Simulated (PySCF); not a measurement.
B(Cl)(Et)(NH2) (C2H7BClN), SMILES CCB(N)Cl. Atoms are numbered in the order given.

```xyz
12

B     -0.2069     0.1423     0.0000
Cl     0.3908     1.8384     0.0000
C      0.8381    -1.0436     0.0000
C      0.2509    -2.4594     0.0000
H      1.5090    -0.8976    -0.8766
H      1.5090    -0.8976     0.8766
H     -0.3823    -2.6397     0.8947
H     -0.3823    -2.6397    -0.8947
H      1.0366    -3.2421     0.0000
N     -1.5937    -0.0519     0.0000
H     -2.2649     0.7160     0.0000
H     -2.0133    -0.9818     0.0000
```

Geometry optimised at PBE-D3(BJ)/def2-SVP. This is a generated structure with no PubChem entry under its InChIKey; it may be hypothetical. The values are those of a single conformer.

Computed with B3LYP/pcSseg-1 run with PySCF.

GIAO shieldings, no solvent; atoms listed in one row are averaged. δ = σ(ref) − σ: ¹¹B against BF3 (σ = 86.3 ppm); ³⁵Cl against HCl (σ = 933.3 ppm); ¹³C against TMS (σ = 181.3 ppm); ¹H against TMS (σ = 31.68 ppm); ¹⁵N against NH3 (σ = 265.5 ppm), references at their B3LYP-D3(BJ)/def2-TZVP geometries, non-relativistic (without spin–orbit terms, shifts of atoms bonded to Cl or Br come out too high).

Task: Estimate the chemical shifts. (Estimate from the structure and the level; the computed values follow.)

Result: 
```tsv
nucleus	atoms	count	δ (ppm)
¹¹B	B1	1	32.4
³⁵Cl	Cl2	1	96.9
¹³C	C3	1	19.6
¹³C	C4	1	14.1
¹H	H12	1	4.28
¹H	H11	1	4.17
¹H	H5, H6	2	1.58
¹H	H7, H8, H9	3	1.48
¹⁵N	N10	1	109.5
```
